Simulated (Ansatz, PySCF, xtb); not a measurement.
Reaction R1 → P1 + P2, each structure at its B3LYP-D3(BJ)/def2-TZVP stationary point, reached from a drawn start (curvature not checked).
R1, Ge2H6 (SMILES [GeH3][GeH3]) (charge 0, multiplicity 1):
```xyz
8

Ge     0.0153    -0.9205     0.7974
Ge    -0.0153     0.9205    -0.7974
H      0.6622    -0.4737     2.1202
H      0.8209    -2.1046     0.2346
H     -1.4173    -1.3996     1.0912
H      1.4173     1.3996    -1.0912
H     -0.8209     2.1046    -0.2346
H     -0.6622     0.4737    -2.1202
```
P1, GeH4 (SMILES [GeH4]) (charge 0, multiplicity 1):
```xyz
5

Ge     0.0000     0.0000     0.0000
H     -0.4944    -1.3823    -0.4513
H      0.4730     0.7990    -1.2234
H      1.1676    -0.1698     0.9832
H     -1.1461     0.7531     0.6914
```
P2: GeH2 (SMILES [GeH2]), charge 0, multiplicity 1.

P less R. No zero-point or thermal terms; no spin–orbit coupling.

Codes used: Ansatz (an electronic-structure program) with Gaussian orbitals; PySCF for the D3/D4 terms; xtb for the GFN methods. All values are computed, each at the level named.

Q: One of these levels gives 51.48 kcal/mol for the reaction energy. Name it.
(A) GFN2-xTB
(B) B3LYP/def2-TZVPP
(C) r2SCAN-D4/def2-TZVPP

A: C, r2SCAN-D4/def2-TZVPP. The others give 19.67 (GFN2-xTB), 42.10 (B3LYP/def2-TZVPP)
